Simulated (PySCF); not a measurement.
# First hyperpolarisability: SMILES C=COBB(P)C#CC, C5H9B2OP

Geometry:
```json
{"atom": "C1", "x (Å)": "3.950", "y (Å)": "-0.303", "z (Å)": "-0.895"}
{"atom": "C2", "x (Å)": "2.893", "y (Å)": "0.463", "z (Å)": "-1.103"}
{"atom": "O3", "x (Å)": "1.709", "y (Å)": "0.363", "z (Å)": "-0.449"}
{"atom": "B4", "x (Å)": "1.049", "y (Å)": "-0.764", "z (Å)": "-0.136"}
{"atom": "B5", "x (Å)": "-0.322", "y (Å)": "-0.728", "z (Å)": "0.807"}
{"atom": "P6", "x (Å)": "-0.246", "y (Å)": "-1.213", "z (Å)": "2.650"}
{"atom": "C7", "x (Å)": "-1.694", "y (Å)": "-0.482", "z (Å)": "0.266"}
{"atom": "C8", "x (Å)": "-2.803", "y (Å)": "-0.260", "z (Å)": "-0.165"}
{"atom": "C9", "x (Å)": "-4.123", "y (Å)": "0.001", "z (Å)": "-0.689"}
{"atom": "H10", "x (Å)": "3.924", "y (Å)": "-1.114", "z (Å)": "-0.188"}
{"atom": "H11", "x (Å)": "4.869", "y (Å)": "-0.135", "z (Å)": "-1.424"}
{"atom": "H12", "x (Å)": "2.907", "y (Å)": "1.296", "z (Å)": "-1.797"}
{"atom": "H13", "x (Å)": "1.468", "y (Å)": "-1.801", "z (Å)": "-0.554"}
{"atom": "H14", "x (Å)": "0.907", "y (Å)": "-0.529", "z (Å)": "3.008"}
{"atom": "H15", "x (Å)": "-1.106", "y (Å)": "-0.249", "z (Å)": "3.151"}
{"atom": "H16", "x (Å)": "-4.120", "y (Å)": "0.926", "z (Å)": "-1.266"}
{"atom": "H17", "x (Å)": "-4.420", "y (Å)": "-0.816", "z (Å)": "-1.348"}
{"atom": "H18", "x (Å)": "-4.850", "y (Å)": "0.086", "z (Å)": "0.119"}
```

The calculation used quadratic response B3LYP/def2-SVPD first hyperpolarisability, Taylor convention, gas phase in PySCF. Geometry: GFN2-xTB.

Question: Give β for the processes computed.

Answer: In 10⁻³⁰ esu, Taylor convention; the vector part is βᵢ = ⅓ Σⱼ (βᵢⱼⱼ + βⱼᵢⱼ + βⱼⱼᵢ); β∥ is 3/5 of the vector part along the dipole, the dipole points from − to +:
| process | λ (nm) | β vector norm | β∥ | β HRS | depolarisation ratio |
| --- | --- | --- | --- | --- | --- |
| static β(0;0,0) | ∞ | 2.21 | 1.10 | 1.23 | 2.70 |
| second harmonic β(−2ω;ω,ω) | 1907 | 2.26 | 1.10 | 1.32 | 2.53 |
| Pockels β(−ω;ω,0) | 1907 | 2.22 | 1.10 | – | – |
| second harmonic β(−2ω;ω,ω) | 1340 | 2.30 | 1.07 | 1.44 | 2.35 |
| Pockels β(−ω;ω,0) | 1340 | 2.24 | 1.10 | – | – |

Question: Which lowest excitations, dipole and polarisabilities go with it?

Answer: S1 3.39 eV (f = 0.012); S2 4.47 eV (f = 0.030); S3 4.61 eV (f = 0.013); dipole 1.80 D; isotropic α 127.9 au static, 128.5 au at 1907 nm, 129.2 au at 1340 nm, 130.5 au at 953.5 nm, 133.5 au at 670 nm.
